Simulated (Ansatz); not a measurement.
Process, species as SMILES: [SeH] (SeH) → H atom + Se atom
B3LYP-D3(BJ)/def2-TZVP geometries, fixed; electronic energies without zero-point terms.

Basis-set convergence of the atomisation energy at CCSD(T) with Ansatz (a quantum-chemistry and plane-wave program). Cartesian d functions, on some or all atoms, in 3-21G, 6-31G*, 6-31G**; all else is spherical. Cores are frozen (with 3d on Ga to Br). Open shells are unrestricted. No added dispersion term, no relativity. Functions are those of the species that has most. Reference: Hartree-Fock in aug-cc-pVQZ plus the correlation part extrapolated as X^-3 from aug-cc-pVTZ and aug-cc-pVQZ, 78.00 kcal/mol, itself unsure by roughly 0.31 kcal/mol (a third of the extrapolation step and of the last Hartree-Fock step). Deviations are taken from unrounded values.

| basis | functions | atomisation energy (kcal/mol) | minus reference (kcal/mol) |
|---|---|---|---|
| STO-3G | 19 | 79.28 | 1.29 |
| pcseg-0 | 24 | 54.62 | -23.38 |
| 3-21G | 25 | 57.41 | -20.58 |
| 6-31G* | 37 | 64.12 | -13.88 |
| 6-31G** | 40 | 69.85 | -8.15 |
| aug-pcseg-1 | 45 | 71.58 | -6.41 |
| cc-pVTZ | 57 | 75.24 | -2.76 |
| def2-TZVPP | 62 | 75.56 | -2.43 |
| aug-cc-pVTZ | 82 | 76.08 | -1.92 |
| def2-QZVP | 105 | 76.95 | -1.04 |
| def2-QZVPP | 119 | 77.00 | -1.00 |
| def2-QZVPPD | 131 | 77.11 | -0.89 |
| cc-pV5Z | 159 | 77.43 | -0.56 |
